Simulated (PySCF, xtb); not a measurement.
BaBr2, SMILES [Br][Ba][Br].

GFN2-xTB in xtb at its own geometry gives an orbital gap of 2.01 eV and a dipole moment of 6.84 D.

The structure is a stationary point at B3LYP-D3(BJ)/def2-SVP. The def2 effective core potentials stand for the cores of Ba; spin–orbit coupling is left out.

Q: What does PBE/def2-TZVPD in PySCF give? (Estimate from the structure and the level; the computed values follow.)

A: gap 3.45 eV (levels -6.07 and -2.62 eV), dipole 6.39 D.
